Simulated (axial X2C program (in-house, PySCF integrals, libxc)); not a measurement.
# BaH: cheaper levels and CCSD(T), two-component

All values were computed with an axial X2C code built on PySCF integrals. Two-component (2c) means X2C with spin–orbit coupling and atomic mean-field two-electron Coulomb and Gaunt terms. Basis: Ba dyall-cv3z [14s14p9d5f1g], H dyall-v3z [6s2p1d] (cores contracted in-house); Gaussian nuclei, density fitting, unrestricted open shells. Masses: Ba 137.905 u, H 1.008 u.

State: Ω = 1/2 (⟨Sz⟩ = 0.50, ⟨Lz⟩ = 0.00 at HF); fragments Ba + H.

```
  level  Re (Å)  ωe (cm⁻¹)  De (eV)
   PBE0   2.218     1185.2     2.20
     HF   2.305     1130.1     1.70
    MP2   2.234     1178.0     1.81
   CCSD   2.253     1146.0     2.03
r2SCAN0   2.222     1189.4     2.38
```

Correlated methods: 11 electrons correlated (number of frozen shells: Ba 4 s, 3 p, 2 d; H none), 229 virtual spin orbitals or spinors in MP2, 90 natural virtuals in coupled cluster.

CCSD(T), same Hamiltonian and basis:

Re = 2.249 Å, ωe = 1146.2 cm⁻¹, De = 1.98 eV; T1 = 0.017 (Lee–Taylor normalisation).

Question: Give the differences from CCSD(T) in the columns below.

Answer: 

| level | ΔRe (Å) | Δωe (cm⁻¹) | ΔDe (eV) |
| --- | --- | --- | --- |
| PBE0 | -0.031 | 39 | 0.22 |
| HF | 0.056 | -16 | -0.28 |
| MP2 | -0.015 | 32 | -0.17 |
| CCSD | 0.004 | 0 | 0.05 |
| r2SCAN0 | -0.027 | 43 | 0.40 |

The state is a single determinant with fixed occupations, the lowest that a limited PBE0 search found. De is counted from the lowest determinant-based energies of the atoms at the same level, without counterpoise correction. Density functionals use the spin component along the axis (collinear). CCSD and (T) use frozen natural virtuals with an MP2 correction for the truncation; (T) itself is uncorrected, so its De runs slightly low.
